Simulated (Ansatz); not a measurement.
Molecule: MoS4, net charge -2, singlet state. 
Geometry from a B3LYP-D3(BJ)/def2-TZVP (Ansatz, a quantum-chemistry and plane-wave program) optimisation:
```xyz
5

Mo     0.0000     0.0000     0.0000
S      1.3296    -0.5429    -1.6779
S      1.1801     0.1290     1.8624
S     -0.9432     1.9543    -0.4107
S     -1.5664    -1.5404     0.2262
```
Charge -2, spin multiplicity 1.

Basis-set convergence of Hartree-Fock and CCSD correlation energies (hartree) with Ansatz. Correlated levels leave the core frozen unless marked. No spin-orbit coupling. The frozen core is the preceding noble-gas configuration, with the filled d and f shells of earlier blocks. Past Kr the def2 sets carry scalar-relativistic core potentials.

The T1 diagnostic of CCSD in the largest basis is 0.030, which is high, so the coupled-cluster rows are less sure than usual.

```csv
basis,functions,E(HF),"E(corr, CCSD)"
def2-SVPD,142,-1657.25029,-0.84053
def2-TZVPPD,260,___,___
```

### Question
Complete the blanks.

### Answer

- def2-TZVPPD, E(HF): -1657.80667
- def2-TZVPPD, E(corr, CCSD): -1.01818
